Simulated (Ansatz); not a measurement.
Geometry optimisation, RKS r2SCANh/def2-SVP (Ansatz 0.2.0).

Input file:

```yaml
crystal:
  periodic: [false, false, false]
  atoms:
    - { symbol: C, position_ang: [-0.3846, -0.9552, 1.2867] }
    - { symbol: Si, position_ang: [0.3485, 0.0522, -0.0388] }
    - { symbol: O, position_ang: [0.06276, -0.36155, -1.56737] }
    - { symbol: "N", position_ang: [0.00211, 1.68535, 0.07496] }
    - { symbol: C, position_ang: [1.25977, 1.96705, 0.22309] }
    - { symbol: O, position_ang: [1.84418, 0.72093, 0.12999] }
    - { symbol: H, position_ang: [-0.0289, -1.9354, 1.3106] }
    - { symbol: H, position_ang: [-1.4802, -0.9554, 1.1407] }
    - { symbol: H, position_ang: [-0.249, -0.4564, 2.3046] }
    - { symbol: H, position_ang: [0.60274, -1.11864, -1.95066] }
    - { symbol: H, position_ang: [1.90099, 2.82087, 0.37149] }
basis:
  gaussian: { orbitals: def2-SVP }
hamiltonian:
  xc: r2scanh
relax:
  f_tol: 0.015
  max_steps: 40
output:
  orbitals: {}
```

Run as:

```bash
$ ansatz run input.yaml --threads 2 --pin off --max-ram 3072MiB --backend cpu --events-out ev --progress --plain --runs-dir out
```

Task: Where does it end, and by what steps?

Result: The forces met the threshold. After 13 steps the energy has fallen by 1.127 eV; H10 moved furthest, 0.63 Å.

```tsv
step	energy less start (eV)	largest force component (eV/Å)	accepted
0	0.0000	5.974	yes
1	-0.8787	2.535	yes
2	-1.0671	0.510	yes
3	-1.0780	0.746	yes
4	-1.1019	0.153	yes
5	-1.1128	0.146	yes
6	-1.0384	0.827	no
7	-1.1224	0.077	yes
8	-1.1240	0.224	yes
9	-1.1258	0.053	yes
10	-1.1259	0.083	yes
11	-1.1263	0.046	yes
12	-1.1265	0.025	yes
13	-1.1265	0.012	yes
```

```xyz
11
Properties=species:S:1:pos:R:3
C -0.361 -0.917 1.199
Si 0.325 0.182 -0.116
O 0.230 -0.463 -1.620
N 0.031 1.923 -0.028
C 1.277 1.967 0.282
O 1.931 0.767 0.283
H 0.160 -1.886 1.224
H -1.432 -1.108 1.038
H -0.243 -0.443 2.183
H 0.086 -1.407 -1.722
H 1.875 2.849 0.561
```

Whether the end is a true minimum wasn't checked by a vibrational analysis.

The run took 77 s on 2 threads of Arm Neoverse V1, with other jobs on the host, peak memory 0.29 GiB.
